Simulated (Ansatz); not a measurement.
Cost and result up the ladder for SiH(NHEt)3 (C₆H₁₉N₃Si) (29 atoms). Charge 0, multiplicity 1. Geometry: r2SCAN-D4/def2-SVP.

```xyz
29

Si   -0.2421   -0.0226   -0.0219
H     1.1714    0.3673    0.3206
N    -0.9807    1.3010   -0.8515
C    -0.7354    2.7085   -0.6055
C     0.0754    3.3864   -1.7063
H    -1.4933    1.1013   -1.7062
H    -1.6887    3.2578   -0.4606
H    -0.1968    2.7989    0.3560
H     1.0603    2.9034   -1.8158
H     0.2326    4.4568   -1.4935
H    -0.4444    3.3109   -2.6771
N    -1.1375   -0.3928    1.4111
C    -0.6382   -1.1480    2.5443
C    -0.2441   -0.2793    3.7357
H    -1.9609    0.1696    1.6070
H    -1.3821   -1.9028    2.8714
H     0.2384   -1.7304    2.2058
H     0.5458    0.4348    3.4518
H     0.1223   -0.8886    4.5786
H    -1.1088    0.3037    4.0954
N    -0.2306   -1.4266   -1.0278
C     0.7169   -1.7096   -2.0878
C     1.7298   -2.7929   -1.7286
H    -0.8110   -2.2134   -0.7509
H     0.1902   -1.9950   -3.0215
H     1.2499   -0.7715   -2.3287
H     2.3165   -2.4972   -0.8437
H     2.4265   -2.9886   -2.5606
H     1.2186   -3.7411   -1.4898
```

Ansatz on 4 threads of Arm Neoverse V2 on a shared host. Times are rough, and most runs start from the orbitals of an earlier one. PBE0-D4/def2-TZVP serves as the yardstick here, not as an exact answer. Differences are given only for rows in sets of like size (and for xTB, whose basis is part of the method), since another set adds its own error. Binding counts from free atoms at the same level (Si triplet, H doublet, N quartet, C triplet; other spins of the atoms weren't run), without zero-point energy or a counterpoise term.

B3LYP takes the VWN-RPA correlation. Correlated methods freeze 14 core orbitals. The rows differ in basis, and correlated rows in double-zeta sets carry the largest basis error.

Correlated methods converge slowly with the basis, most of all in double-zeta sets.

| level | functions | wall time |
| --- | --- | --- |
| HF/STO-3G | 73 | 0.45 s |
| HF/6-31G | 132 | 1.6 s |
| B3LYP-D4/6-31G | 132 | 3.4 s |
| PBE-D4/def2-SVP | 239 | 4 s |
| MP2/def2-SVP | 239 | 6.5 s |
| PBE0-D4/def2-SVP | 239 | 7.5 s |
| revPBE-D4/def2-TZVP | 430 | 8.5 s |
| PBE-D4/def2-TZVP (with forces) | 430 | 10 s |
| r2SCAN-D4/def2-TZVP | 430 | 16 s |
| B3LYP-D4/def2-TZVP | 430 | 17 s |
| PBE0-D4/def2-TZVP | 430 | 18 s |

Task: Estimate what each level gives for the binding energy per atom (eV).

Result: 
| level | binding energy per atom (eV) | difference from PBE0-D4/def2-TZVP (eV) |
| --- | --- | --- |
| HF/STO-3G | 3.50 | – |
| HF/6-31G | 2.69 | – |
| B3LYP-D4/6-31G | 3.84 | – |
| PBE-D4/def2-SVP | 4.06 | – |
| MP2/def2-SVP | 3.79 | – |
| PBE0-D4/def2-SVP | 4.01 | – |
| revPBE-D4/def2-TZVP | 3.96 | -0.03 |
| PBE-D4/def2-TZVP (with forces) | 4.04 | 0.06 |
| r2SCAN-D4/def2-TZVP | 3.96 | -0.02 |
| B3LYP-D4/def2-TZVP | 3.98 | 0.00 |
| PBE0-D4/def2-TZVP | 3.99 | 0.00 |
